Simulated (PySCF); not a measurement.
All values below come from CAM-B3LYP-D3(BJ)/def2-TZVP (PySCF 2.14.0). All species are isolated molecules in the gas phase. Excitations are Tamm–Dancoff values on a coarser integration grid. The basis has no diffuse functions, so Rydberg states are missing or too high.

Reference species (SMILES): `N#CC=O` (neutral, multiplicity 1).

The dipole moment is 2.52 D and the S1–T1 gap (TDA) comes out as 0.68 eV.

Changed species: `N=C=C=O`.

Q: What does the change do to the dipole moment and S1–T1 gap (TDA)?

A: the dipole moment drops by 0.60 D, to 1.92 D; the S1–T1 gap (TDA) decreases by 0.05 eV, to 0.63 eV.
